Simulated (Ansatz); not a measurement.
## Nudged elastic band run: BClH5OP

Input:

```yaml
crystal:
  periodic: [false, false, false]
  atoms:
    - { symbol: B, position_ang: [0.156526, -0.718709, -0.205607] }
    - { symbol: Cl, position_ang: [0.732096, -1.833101, 1.048199] }
    - { symbol: H, position_ang: [0.945552, -0.182534, -0.915188] }
    - { symbol: O, position_ang: [-1.158497, -0.507803, -0.391925] }
    - { symbol: H, position_ang: [-1.706882, -1.001473, 0.234623] }
    - { symbol: P, position_ang: [-0.378216, 2.410987, 1.401556] }
    - { symbol: H, position_ang: [-0.803786, 3.097495, 0.23394] }
    - { symbol: H, position_ang: [-0.120118, 3.607904, 2.123211] }
    - { symbol: H, position_ang: [-1.698175, 2.285036, 1.912991] }
basis:
  gaussian: { orbitals: "6-31G*" }
hamiltonian:
  xc: pbe0
neb:
  order_check: false
  images: 5
  f_tol: 0.05
  max_iterations: 60
  final_atoms:
    - { symbol: B, position_ang: [-0.21458563, 0.95621582, -0.40362094] }
    - { symbol: Cl, position_ang: [-1.46671299, -0.89389424, 3.10735172] }
    - { symbol: H, position_ang: [0.30008684, 0.96791765, -1.48932632] }
    - { symbol: O, position_ang: [-0.62141843, -0.23326107, 0.13222385] }
    - { symbol: H, position_ang: [-0.44032686, -0.987442, -0.44458593] }
    - { symbol: P, position_ang: [-0.63149394, 2.58923253, 0.50087962] }
    - { symbol: H, position_ang: [-0.43422821, 2.1705139, 1.84169134] }
    - { symbol: H, position_ang: [0.62983079, 3.21225115, 0.32301877] }
    - { symbol: H, position_ang: [-1.15265156, -0.62373176, 1.87416789] }
  initial_path:
    images:
      - { positions_ang: [[0.156526, -0.718709, -0.205607], [0.732096, -1.833101, 1.048199], [0.945552, -0.182534, -0.915188], [-1.158497, -0.507803, -0.391925], [-1.706882, -1.001473, 0.234623], [-0.378216, 2.410987, 1.401556], [-0.803786, 3.097495, 0.23394], [-0.120118, 3.607904, 2.123211], [-1.698175, 2.285036, 1.912991]] }
      - { positions_ang: [[0.09226479, -0.48830626, -0.13336237], [0.52490901, -1.19497106, 1.43665305], [0.9478433, -0.1396258, -0.82696316], [-1.20615309, -0.36044779, -0.46464329], [-1.7349088, -0.96852136, 0.04744843], [-0.3449994, 2.30148339, 1.14182004], [-1.0751768, 2.89583816, 0.28577027], [-0.07261355, 3.14302905, 2.08342339], [-1.16266546, 1.96932367, 1.87165366]] }
      - { positions_ang: [[0.02800357, -0.25790352, -0.06111775], [0.31772201, -0.55684112, 1.8251071], [0.9501346, -0.0967176, -0.73873831], [-1.25380918, -0.21309258, -0.53736159], [-1.76293561, -0.93556972, -0.13972615], [-0.31178279, 2.19197978, 0.88208407], [-1.34656759, 2.69418133, 0.33760054], [-0.0251091, 2.67815409, 2.04363577], [-0.62715592, 1.65361134, 1.83031631]] }
      - { positions_ang: [[-0.03625764, -0.02750078, 0.01112688], [0.11053502, 0.08128881, 2.21356115], [0.9524259, -0.0538094, -0.65051347], [-1.30146527, -0.06573737, -0.61007988], [-1.79096241, -0.90261808, -0.32690072], [-0.27856619, 2.08247618, 0.62234811], [-1.61795839, 2.49252449, 0.38943081], [0.02239535, 2.21327914, 2.00384816], [-0.09164637, 1.33789901, 1.78897897]] }
      - { positions_ang: [[-0.09570031, 0.30040476, -0.1271224], [-0.41521432, -0.24377221, 2.51149134], [0.73497955, 0.28676628, -0.93011775], [-1.07478299, -0.1215786, -0.36264531], [-1.34075056, -0.93089272, -0.36612912], [-0.39620877, 2.25139496, 0.58185861], [-1.22338166, 2.38518763, 0.87351766], [0.22487383, 2.54626981, 1.44357169], [-0.44531477, 0.68402209, 1.81737527]] }
      - { positions_ang: [[-0.15514297, 0.62831029, -0.26537167], [-0.94096365, -0.56883322, 2.80942153], [0.5175332, 0.62734197, -1.20972204], [-0.84810071, -0.17741983, -0.11521073], [-0.89053871, -0.95916736, -0.40535752], [-0.51385136, 2.42031375, 0.54136911], [-0.82880493, 2.27785077, 1.3576045], [0.42735231, 2.87926048, 0.88329523], [-0.79898317, 0.03014517, 1.84577158]] }
      - { positions_ang: [[-0.21458563, 0.95621582, -0.40362094], [-1.46671299, -0.89389424, 3.10735172], [0.30008684, 0.96791765, -1.48932632], [-0.62141843, -0.23326107, 0.13222385], [-0.44032686, -0.987442, -0.44458593], [-0.63149394, 2.58923253, 0.50087962], [-0.43422821, 2.1705139, 1.84169134], [0.62983079, 3.21225115, 0.32301877], [-1.15265156, -0.62373176, 1.87416789]] }
```

Command:

```bash
$ ansatz run input.yaml --threads 1 --pin off --max-ram 2048MiB --backend cpu --events-out ev --progress --plain --runs-dir out
```

Output, in part (warnings, iteration lines, the closing report on the highest movable image, with atoms numbered from 0):

```
NEB end point (image 0): max|allowed force component| = 1.082e-2 eV/Å (the criterion of neb.relax_end_points is 1.000e-2)
NEB end point (image 6): max|allowed force component| = 3.123e-2 eV/Å (the criterion of neb.relax_end_points is 1.000e-2)
NEB iter   1: max|band force component| = 4.874e1 eV/Å  barrier→ = 16.4821 eV  barrier← = 15.6446 eV  Δτ_max = 0.2000 Å  (172 SCF iters)
NEB iter   2: max|band force component| = 1.163e1 eV/Å  barrier→ = 3.8724 eV  barrier← = 3.0349 eV  Δτ_max = 0.2000 Å  (165 SCF iters)
NEB iter   3: max|band force component| = 6.432e0 eV/Å  barrier→ = 2.6937 eV  barrier← = 1.8562 eV  Δτ_max = 0.2000 Å  (139 SCF iters)
NEB iter   4: max|band force component| = 2.162e0 eV/Å  barrier→ = 2.1934 eV  barrier← = 1.3559 eV  Δτ_max = 0.2000 Å  (143 SCF iters)
NEB iter   5: max|band force component| = 1.156e0 eV/Å  barrier→ = 1.9341 eV  barrier← = 1.0966 eV  Δτ_max = 0.2000 Å  (141 SCF iters)
NEB iter   6: max|band force component| = 9.121e-1 eV/Å  barrier→ = 1.9795 eV  barrier← = 1.1420 eV  Δτ_max = 0.1899 Å  (135 SCF iters)
NEB iter   7: max|band force component| = 5.903e-1 eV/Å  barrier→ = 1.8580 eV  barrier← = 1.0205 eV  Δτ_max = 0.1969 Å  (138 SCF iters)
NEB iter   8: max|band force component| = 9.454e0 eV/Å  barrier→ = 2.7549 eV  barrier← = 1.9174 eV  Δτ_max = 0.1000 Å  (142 SCF iters)
NEB iter   9: max|band force component| = 2.184e0 eV/Å  barrier→ = 1.8285 eV  barrier← = 0.9910 eV  Δτ_max = 0.2000 Å  (143 SCF iters)
NEB iter  10: max|band force component| = 6.654e-1 eV/Å  barrier→ = 1.8368 eV  barrier← = 0.9993 eV  Δτ_max = 0.2000 Å  (141 SCF iters)
NEB iter  11: max|band force component| = 8.317e-1 eV/Å  barrier→ = 1.6302 eV  barrier← = 0.7927 eV  Δτ_max = 0.1008 Å  (139 SCF iters)
NEB iter  12: max|band force component| = 5.006e-1 eV/Å  barrier→ = 1.5653 eV  barrier← = 0.7278 eV  CI = image 3  Δτ_max = 0.2000 Å  (134 SCF iters)
NEB iter  13: max|band force component| = 5.686e-1 eV/Å  barrier→ = 1.5476 eV  barrier← = 0.7101 eV  CI = image 3  Δτ_max = 0.1985 Å  (143 SCF iters)
NEB iter  14: max|band force component| = 6.894e-1 eV/Å  barrier→ = 1.5667 eV  barrier← = 0.7292 eV  CI = image 3  Δτ_max = 0.2000 Å  (140 SCF iters)
NEB iter  15: max|band force component| = 8.569e-1 eV/Å  barrier→ = 1.6157 eV  barrier← = 0.7782 eV  CI = image 3  Δτ_max = 0.1997 Å  (141 SCF iters)
NEB iter  16: max|band force component| = 9.679e-1 eV/Å  barrier→ = 1.7298 eV  barrier← = 0.8923 eV  CI = image 3  Δτ_max = 0.1986 Å  (143 SCF iters)
NEB iter  17: max|band force component| = 9.194e-1 eV/Å  barrier→ = 2.0679 eV  barrier← = 1.2304 eV  CI = image 3  Δτ_max = 0.2000 Å  (138 SCF iters)
NEB iter  18: max|band force component| = 9.634e-1 eV/Å  barrier→ = 2.0981 eV  barrier← = 1.2606 eV  CI = image 3  Δτ_max = 0.0993 Å  (134 SCF iters)
NEB iter  19: max|band force component| = 7.955e-1 eV/Å  barrier→ = 2.0583 eV  barrier← = 1.2209 eV  CI = image 3  Δτ_max = 0.0998 Å  (137 SCF iters)
NEB iter  20: max|band force component| = 5.576e-1 eV/Å  barrier→ = 1.9985 eV  barrier← = 1.1610 eV  CI = image 3  Δτ_max = 0.1481 Å  (137 SCF iters)
NEB iter  21: max|band force component| = 2.730e-1 eV/Å  barrier→ = 1.9346 eV  barrier← = 1.0971 eV  CI = image 3  Δτ_max = 0.1814 Å  (129 SCF iters)
NEB iter  22: max|band force component| = 2.702e-1 eV/Å  barrier→ = 1.9205 eV  barrier← = 1.0830 eV  CI = image 3  Δτ_max = 0.0917 Å  (128 SCF iters)
NEB iter  23: max|band force component| = 1.838e-1 eV/Å  barrier→ = 1.9222 eV  barrier← = 1.0847 eV  CI = image 3  Δτ_max = 0.0453 Å  (137 SCF iters)
NEB iter  24: max|band force component| = 1.188e-1 eV/Å  barrier→ = 1.9199 eV  barrier← = 1.0824 eV  CI = image 3  Δτ_max = 0.0399 Å  (119 SCF iters)
NEB iter  25: max|band force component| = 9.970e-2 eV/Å  barrier→ = 1.9171 eV  barrier← = 1.0796 eV  CI = image 3  Δτ_max = 0.0447 Å  (119 SCF iters)
NEB iter  26: max|band force component| = 6.622e-2 eV/Å  barrier→ = 1.9164 eV  barrier← = 1.0790 eV  CI = image 3  Δτ_max = 0.0412 Å  (125 SCF iters)
NEB iter  27: max|band force component| = 4.569e-2 eV/Å  barrier→ = 1.9163 eV  barrier← = 1.0788 eV  CI = image 3  Δτ_max = 0.0000 Å  (245 SCF iters)
Total energy: -24604.19424315 eV, -904.1874611137 hartree
Atom 0 at    -0.244734     0.265017     0.164491 Å, force     0.000466    -0.001169     0.011203 eV/Å
Atom 1 at    -0.197691    -0.454844     2.253517 Å, force     0.001195    -0.000693     0.005813 eV/Å
Atom 2 at     0.879458     0.012738    -0.145692 Å, force     0.000040     0.003035    -0.003128 eV/Å
Atom 3 at    -1.402665    -0.166255    -0.414811 Å, force    -0.009114     0.008168    -0.002262 eV/Å
Atom 4 at    -1.327729    -1.080485    -0.714775 Å, force     0.003781    -0.007716    -0.002698 eV/Å
Atom 5 at    -0.399371     2.312317     0.362981 Å, force     0.006770     0.000559     0.005458 eV/Å
Atom 6 at    -1.534779     2.577769     1.169245 Å, force    -0.001993    -0.002698    -0.000642 eV/Å
Atom 7 at     0.579597     2.705142     1.307549 Å, force    -0.000886    -0.000762    -0.001828 eV/Å
Atom 8 at    -0.383586     0.986404     1.459294 Å, force    -0.000259     0.001276    -0.011916 eV/Å
Dipole moment:     0.009636     0.234737    -0.284992 e Å
```

The run converged. Neighbouring images differ by up to 1.8 eV, so the band resolves the path poorly. A vibrational analysis at the climbing image gives one clearly imaginary mode, 704i cm⁻¹: a first-order saddle point. The orbitals stay closed-shell, which can raise the energy where a bond breaks towards radicals; this wasn't checked here.

Final band (atoms are numbered from 1 in the order of the input):

```csv
image,path coordinate (Å),energy (eV),B1–Cl2 (Å),P6–H9 (Å),B1–P6 (Å)
0,0.00,0.00,1.77,1.42,3.56
1,1.83,0.01,1.78,1.42,3.51
2,3.66,0.15,1.78,1.42,3.25
3,5.49,1.92,2.21,1.72,2.06
4,7.10,1.01,3.61,2.86,1.93
5,8.70,0.89,3.85,3.46,1.91
6,10.31,0.84,4.16,3.53,1.91
```

Time of the run: 8.6 min on 1 thread of Arm Neoverse V1 (shared host), peak memory 0.15 GiB.
